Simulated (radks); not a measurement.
Question: Radial electron density D(r) = 4 pi r^2 rho(r) of an atom or ion with 26 electrons. All-electron calculation, Dirac Kohn-Sham, PBE, spin-unpolarised, spherical densities, finite nucleus; Fermi nuclear charge, rms radius of each element as measured or else 0.836 A^(1/3) + 0.57 fm. Program: a radial shooting solver on a logarithmic mesh with Libxc functionals.

```
   r/bohr * D(r) (the largest magnitude, 40.2, reaches the edge; | marks zero)
   0.0022 |*
 0.002481 | *
 0.002797 | *
 0.003154 |  *
 0.003556 |  *
 0.004009 |   *
 0.004485 |    *
 0.005056 |     *
 0.005701 |      *
 0.006428 |        *
 0.007247 |          *
 0.008171 |            *
 0.009213 |              *
  0.01039 |                 *
  0.01171 |                    *
  0.01321 |                        *
  0.01489 |                           *
  0.01679 |                               *
  0.01893 |                                   *
  0.02134 |                                      *
  0.02406 |                                          *
  0.02713 |                                            *
  0.03035 |                                              *
  0.03421 |                                               *
  0.03858 |                                               *
  0.04349 |                                              *
  0.04904 |                                            *
  0.05529 |                                          *
  0.06234 |                                        *
  0.07029 |                                      *
  0.07925 |                                     *
  0.08936 |                                      *
   0.1007 |                                         *
   0.1136 |                                             *
   0.1281 |                                                 *
   0.1444 |                                                    *
   0.1628 |                                                      *
   0.1836 |                                                     *
   0.2053 |                                                 *
   0.2315 |                                           *
    0.261 |                                    *
   0.2943 |                             *
   0.3318 |                         *
   0.3741 |                       *
   0.4218 |                        *
   0.4756 |                          *
   0.5363 |                             *
   0.6046 |                              *
   0.6817 |                            *
   0.7686 |                         *
   0.8667 |                    *
   0.9771 |               *
    1.102 |          *
    1.242 |      *
    1.389 |    *
    1.567 |  *
    1.766 | *
    1.991 |*
    2.245 *
    2.532 *
    2.854 *
    3.218 *
```

What is the nuclear charge?

Answer: Z = 29. The innermost maximum, from 1s, lies near gamma/Z bohr with gamma = sqrt(1 - (Z/c)^2) = 0.977, here 0.0337 bohr (found: 0.0365), and its height grows with Z. The density is that of the copper ion Cu3+ in [Ar] 3d8; the configuration itself is not fixed sharply by these data, and Z only to about a unit. D(r) has 3 maxima, at r = 0.0365, 0.165, 0.595 bohr, and minima at 0.0786, 0.377 bohr, inside which lie 2.12, 10.84 electrons.
